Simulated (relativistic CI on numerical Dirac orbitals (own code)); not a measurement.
**Pd+ (4d9) in a crystal field**

Calculated by Dirac-Coulomb-Breit CI, orbitals from a KLI potential per configuration, model QED, valence Slater integrals scaled by 0.85, one configuration in a parametric crystal field (own radial code).

Field parameters in Wybourne normalisation: Oh B⁴₀ = 21Dq, B⁴₄ = √(5/14) B⁴₀. The field is a parameter set, without covalency.

S is read from ⟨S²⟩ = S(S + 1).

Site symmetry Oh; labels are those of the double group. Computed levels in cm⁻¹ above the lowest, in rising order:

```csv
Δ (size of 10Dq),Lowest,No. 2,No. 3
3450,Γ8,2685 Γ7,5263 Γ8
6200,Γ8,5233 Γ7,7610 Γ8
8950,Γ8,7884 Γ7,10162 Γ8
11700,Γ8,10576 Γ7,12795 Γ8
14450,Γ8,13288 Γ7,15470 Γ8
17200,Γ8,16011 Γ7,18167 Γ8
19950,Γ8,18742 Γ7,20878 Γ8
22750,Γ8,21526 Γ7,23647 Γ8
25500,Γ8,24265 Γ7,26373 Γ8
28250,Γ8,27005 Γ7,29104 Γ8
31000,Γ8,29747 Γ7,31838 Γ8
33750,Γ8,32490 Γ7,34574 Γ8
```

Ground-state S against |10Dq| in cm⁻¹: 3450: 0.50, 6200: 0.50, 8950: 0.50, 11700: 0.50, 14450: 0.50, 17200: 0.50, 19950: 0.50, 22750: 0.50, 25500: 0.50, 28250: 0.50, 31000: 0.50, 33750: 0.50.

No abrupt spin change occurs in this range.
